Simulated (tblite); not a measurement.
Species: C5H8ClFO2S.
Structure used (GFN2-xTB), in Å, numbered top down from 1:
```xyz
18
C5H8ClFO2S angstrom
C      2.6858    0.5360    0.3798
C      1.8294   -0.1307   -0.3690
C      0.5644   -0.7502    0.1554
C     -0.6654   -0.1357   -0.4729
C     -0.7948    1.3619   -0.3980
F     -0.8710   -0.5900   -1.7427
S     -2.1332   -0.7675    0.4670
O     -3.3507   -0.3482   -0.1418
O     -1.9325   -0.4977    1.8555
Cl    -2.0048   -2.7789    0.2331
H      2.5275    0.6727    1.4368
H      3.5863    0.9605   -0.0283
H      1.9977   -0.2625   -1.4291
H      0.4847   -0.6135    1.2352
H      0.5623   -1.8216   -0.0657
H      0.0219    1.8442   -0.9340
H     -1.7439    1.6620   -0.8384
H     -0.7725    1.6656    0.6453
```

Calculated harmonic vibrations of the isolated species, GFN2-xTB (tblite), most abundant isotopes, no scaling. The method is semi-empirical: single wavenumbers can be off by several per cent or more. One conformer, not necessarily the lowest.

Harmonic wavenumbers (cm⁻¹): 44.8, 46.6, 69.5, 113.4, 137.5, 168.8, 211.2, 236.2, 254.2, 292.2, 301.0, 327.0, 376.3, 386.7, 451.2, 493.6, 520.7, 609.3, 729.8, 833.4, 895.9, 911.6, 953.3, 974.5, 1024.1, 1056.3, 1074.8, 1142.3, 1158.3, 1211.1, 1238.8, 1268.5, 1286.6, 1302.2, 1386.3, 1405.7, 1441.8, 1447.2, 1456.6, 1717.0, 2968.5, 3000.8, 3020.2, 3040.6, 3054.1, 3072.4, 3105.6, 3138.1.

A = 1599, B = 696.4, C = 647.7 MHz; mass 185.992 u (most abundant isotopes); point group C1, symmetry number 1.

Problem. Zero-point energy?

Solution. ½Σν̃ = 27678 cm⁻¹ = 79.14 kcal/mol.

Problem. Entropy at 400 K, 1 bar (ideal gas, RRHO, classical rotation)?

Solution. Translation 43.05, rotation 31.35, vibration 50.29: S = 124.7 cal/(mol K).

Problem. And Cp and H(400 K) − H(0)?

Solution. Cp = 52.77 cal/(mol K), of which vibrations give 44.82 (their classical limit is 48 R = 95.4); H(400 K) − H(0) = 13.16 kcal/mol without the zero-point energy, 9.98 from vibrations.

Problem. Blend soft modes into free rotors: weight 1/[1 + (100 cm⁻¹/ν̃)⁴] for the oscillator and the rest for a rotor with moment μB/(μ + B), μ = h/(8π²ν), B = 10⁻⁴⁴ kg m². What vibrational entropy results?

Solution. 45.66 cal/(mol K) in place of 50.29, which changes −T·S at 400 K by +1.85 kcal/mol.

Problem. What must be added to the electronic energy to get the Gibbs energy at 400 K and 1 bar?

Solution. ZPE + [H(400 K) − H(0)] − T·S = 79.14 + 13.16 − 49.88 = 42.42 kcal/mol.

Hindered rotation and anharmonicity are outside this model. Other conformers, if any are populated, would add a mixing term that is left out. The structure is chiral; the term R ln 2 for an equal mix with its mirror image is left out.

Run on an x86-64 server with one thread, shared host. This covers the Hessian and the dipole derivatives.
